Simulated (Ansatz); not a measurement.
A trace of molecular dynamics of CH₇BrSn (10 atoms, charge 0, multiplicity 1).

Method: Ansatz, RKS PBE/def2-SVP.

```json
{"ensemble": "NVE (velocity Verlet)", "starting velocities drawn for": "100 K", "seed": "6938"}
```

| time (fs) | T (K) | potential energy less start (eV) | conserved less start (meV/atom) |
| --- | --- | --- | --- |
| 0.0 | 100 | 0.000 | 0.00 |
| 3.0 | 71 | 0.030 | 0.03 |
| 6.0 | 67 | 0.034 | 0.02 |
| 9.0 | 89 | 0.012 | 0.04 |
| 12.0 | 174 | -0.077 | 0.02 |
| 15.0 | 251 | -0.157 | 0.00 |
| 18.0 | 309 | -0.215 | 0.04 |
| 21.0 | 435 | -0.347 | -0.03 |
| 24.0 | 446 | -0.358 | 0.03 |
| 27.0 | 507 | -0.421 | 0.00 |
| 30.0 | 525 | -0.439 | 0.01 |
| 33.0 | 560 | -0.475 | 0.00 |
| 36.0 | 623 | -0.540 | 0.00 |
| 39.0 | 664 | -0.583 | 0.02 |
| 42.0 | 750 | -0.673 | -0.03 |
| 45.0 | 718 | -0.639 | 0.04 |
| 48.0 | 744 | -0.666 | -0.02 |
| 51.0 | 723 | -0.644 | 0.03 |
| 54.0 | 829 | -0.754 | -0.02 |
| 57.0 | 864 | -0.790 | 0.02 |
| 60.0 | 895 | -0.822 | -0.02 |
| 63.0 | 882 | -0.808 | 0.01 |
| 66.0 | 906 | -0.834 | 0.01 |
| 69.0 | 967 | -0.897 | -0.04 |
| 72.0 | 913 | -0.841 | 0.03 |

Is this trajectory sound?

The conserved energy stayed within 0.058 meV per atom of its start (net change -0.011 meV per atom), so the integration is sound. The system heated up, since it started high on the potential surface and ran downhill. A run of 0.073 ps of so small a system gives no equilibrium averages. The orbitals stay closed-shell, which can raise the energy where a bond breaks towards radicals; this wasn't checked here. The time step was 0.5 fs.

Run time: 13 min on 2 threads of Intel(R) Xeon(R) Processor @ 2.50GHz (Skylake/Cascade Lake) (shared host), peak memory 0.16 GiB.
